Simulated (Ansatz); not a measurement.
```yaml
crystal:
  periodic: [true, true, true]
  atoms:
    - {symbol: Cu, position_ang: [0.954365, -0.363579, 0.475582]}
    - {symbol: Br, position_ang: [-0.924865, 0.303379, -0.471482]}
basis:
  gaussian: {orbitals: def2-mTZVPP}
total_charge: -1
magnetization: {spin_polarized: true, initial_magnetization: 1}
hamiltonian: {xc: {name: HF}}
correlation: {method: bccd_t}
```

```sh
$ ansatz run in.yaml --threads 2 --pin off --events-out ev --progress --plain --max-ram 20480MiB --backend cpu
```

Problem. How does Ansatz answer? (Best estimate.)

Solution. Ansatz gave: The program refused the input.
```
Error: YAML parse error: error: line 2 column 3: crystal: missing field `lattice` (a structure is typed as `lattice` and `atoms`, a molecule's as `atoms` in Å alone, or read from a run's directory, `checkpoint`)
 --> <input>:2:3
1 | crystal:
2 |   periodic: [true, true, true]
3 |   atoms:
4 |     - {symbol: Cu, position_ang: [0.954365, -0.363579, 0.475582]}
```
